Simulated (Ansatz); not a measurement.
All values below come from Ansatz (a first-principles code) with frozen-core CCSD(T)/cc-pVQZ // B3LYP-D3(BJ)/def2-TZVP. The geometry is that of the parent before the electron was removed.

Ansatz 0.2 input:
```yaml
crystal:
  periodic: [false, false, false]
  atoms:
    - { symbol: B, position_ang: [-0.016353, 1.089959, -0.026956] }
    - { symbol: Si, position_ang: [1.066324, -0.492821, 0.008482] }
    - { symbol: Si, position_ang: [-1.051071, -0.52438, 0.016743] }
    - { symbol: H, position_ang: [-0.034159, 2.271935, -0.05622] }
    - { symbol: H, position_ang: [2.408409, -1.136814, 0.019662] }
    - { symbol: H, position_ang: [-2.373123, -1.208315, 0.038377] }
basis:
  gaussian: { orbitals: cc-pVQZ }
correlation:
  method: ccsd_t
total_charge: 1
magnetization:
  spin_polarized: true
  initial_magnetization: 1
```

Output:

```
Functional definition: HF
1553 factors; integrals over basis functions are off by at most 1.1e-3 eV
mean field evaluation 1: about -16429.8323 eV, gradient 2.0e1 eV
mean field evaluation 2: about -16429.8408 eV, gradient 2.0e1 eV
mean field evaluation 4: about -16433.0580 eV, gradient 2.7e0 eV
mean field evaluation 8: about -16433.1938 eV, gradient 2.4e-1 eV
mean field evaluation 16: about -16433.1968 eV, gradient 6.0e-3 eV
mean field evaluation 32: about -16434.0506 eV, gradient 2.0e-6 eV
mean field evaluation 64: about -16433.1968 eV, gradient 2.6e-5 eV
mean field evaluation 96: about -16433.9960 eV, gradient 2.0e0 eV
mean field evaluation 128: about -16433.2589 eV, gradient 3.3e-3 eV
mean field evaluation 160: about -16434.0506 eV, gradient 4.7e-4 eV
mean field evaluation 192: about -16430.1619 eV, gradient 5.7e-3 eV
mean field evaluation 224: about -16429.1032 eV, gradient 2.8e-3 eV
mean field evaluation 256: about -16428.8065 eV, gradient 3.5e-2 eV
mean field evaluation 288: about -16428.9196 eV, gradient 9.7e-4 eV
mean field evaluation 320: about -16429.5244 eV, gradient 6.1e-3 eV
mean field evaluation 352: about -16427.9844 eV, gradient 7.4e-1 eV
mean field evaluation 384: about -16433.2430 eV, gradient 6.5e-1 eV
mean field evaluation 416: about -16433.1968 eV, gradient 9.1e-6 eV
mean field -16434.05062197 eV, -603.9402209577 hartree, gradient 1.2e-6 eV, S^2 0.759810; 11 other end points of the search recorded, 0 dependent functions left out
determinant -16434.05062197 eV, -603.9402209577 hartree, with singles and doubles -16443.48914183 eV, -604.2870801648 hartree
determinant -16433.25893066 eV, -603.9111268386 hartree, with singles and doubles -16442.98807137 eV, -604.2686661654 hartree
determinant -16433.19678976 eV, -603.9088432028 hartree, with singles and doubles -16442.99821105 eV, -604.2690387916 hartree
determinant -16434.05062197 eV, -603.9402209577 hartree, with singles and doubles -16443.17871105 eV, -604.2756720443 hartree
determinant -16433.25893066 eV, -603.9111268386 hartree, with singles and doubles -16442.68487897 eV, -604.2575240502 hartree
determinant -16433.19678976 eV, -603.9088432028 hartree, with singles and doubles -16442.69384536 eV, -604.2578535587 hartree
11 core orbitals not correlated
reference -16434.05062197 eV, -603.9402209577 hartree; 7, 6 occupied and 245, 246 virtual orbitals, 1553 factors
second order -8.09545508 eV of doubles, -0.00000000 eV of singles
cycle   1  -9.12808779 eV  change    1.3e-6 eV  update   1.6e-6
perturbative correction -0.44769723 eV, -0.0164525696 hartree
Total energy: -16443.62640699 eV, -604.2921245664 hartree
```

Cost: roughly 2.2 core-hours.
